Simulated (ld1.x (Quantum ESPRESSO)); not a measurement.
**Configuration tests for fluorine (F) (RRKJ)**

fluorine, norm-conserving RRKJ (Kleinman–Bylander form), made with ld1.x (Quantum ESPRESSO) 7.5 (LDA (PZ), scalar-relativistic). Core [He], reference 2s2 2p5. Waves: 2s (bound): rc 0.75 bohr; 2p (bound): rc 0.85 bohr; 3d channel at 0.15 Ry: rc 0.75 bohr. Local part: the d channel. Core correction: Bessel-smoothed model core inside 0.40 bohr. rho0 = 0.005.

Energies are relative to the spin-unpolarised reference configuration 2s2 2p5; without spin polarisation the order of configurations can differ from experiment. Spin-polarised rows fill each open shell by Hund’s rule, majority spin first. The frozen-core shift is the all-electron ΔE with the core orbitals held at their reference shape minus the fully relaxed ΔE.

```json
{"valence configuration": "2s2 2p4", "charge": "+1", "ΔE all-electron (eV)": "19.555", "error AE − PS (meV)": "-1.1", "frozen-core shift (meV)": "+0.1"}
{"valence configuration": "2s2 2p3", "charge": "+2", "ΔE all-electron (eV)": "58.067", "error AE − PS (meV)": "+5.4", "frozen-core shift (meV)": "+0.9"}
{"valence configuration": "2s2 2p2", "charge": "+3", "ΔE all-electron (eV)": "118.799", "error AE − PS (meV)": "+49", "frozen-core shift (meV)": "+4.7"}
{"valence configuration": "2s1 2p6", "charge": "0", "ΔE all-electron (eV)": "18.390", "error AE − PS (meV)": "+5.2", "frozen-core shift (meV)": "+0.5"}
{"valence configuration": "2s2 2p1", "charge": "+4", "ΔE all-electron (eV)": "204.666", "error AE − PS (meV)": "+198", "frozen-core shift (meV)": "+17"}
{"valence configuration": "2s2 2p5.3", "charge": "-0.3", "ΔE all-electron (eV)": "-2.726", "error AE − PS (meV)": "+0.3", "frozen-core shift (meV)": "0.0"}
{"valence configuration": "2s2 2p5 (spin-polarised)", "charge": "0", "ΔE all-electron (eV)": "-0.379", "error AE − PS (meV)": "+5.3", "frozen-core shift (meV)": "+0.4"}
{"valence configuration": "2s2 2p4 (spin-polarised)", "charge": "+1", "ΔE all-electron (eV)": "17.723", "error AE − PS (meV)": "+25", "frozen-core shift (meV)": "+1.9"}
```

**Question.** What are ΔE and the potential's error for 2s2 2p4.5?

**Answer.** ΔE = 7.630 eV all-electron; the error (AE − PS) is -0.7 meV.

Levels in the configuration 2s2 2p4:

```
level  all-electron (eV)  pseudo (eV)
   2s            -47.071      -47.071
   2p            -28.455      -28.454
```
